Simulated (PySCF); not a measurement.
## Relaxation of singlet CaH2

Level of theory: BP86/[Ca def2-TZVP, H def2-TZVP], no relativity, density fitting, PySCF. A (50,194) grid was used.

A hand-made bent start, of C2v symmetry, held to at least that symmetry:

```xyz
3
charge 0 multiplicity 1, angstrom
Ca    0.0000    0.0000   -0.0559
H     1.6629    0.0000    1.1085
H    -1.6629    0.0000    1.1085
```

(1) What forces act on the atoms at the start (eV/Å)?

(2) What does it relax to?

(3) How much energy is released, and in how many steps?

Answers

(1) 
```json
{"atom": "Ca1", "Fx": "0.00", "Fy": "0.00", "Fz": "0.61"}
{"atom": "H2", "Fx": "-0.04", "Fy": "0.00", "Fz": "-0.30"}
{"atom": "H3", "Fx": "0.04", "Fy": "0.00", "Fz": "-0.30"}
```

(2) It ends at C2v with Ca–H 2.019 Å (×2); H–Ca–H 135.0°. No frequency check is given, so it may be a saddle point. Other isomers or separated fragments may lie lower.

(3) 9.2 kJ/mol in 6 steps.

The relaxation took about 6 core-seconds on a shared host.
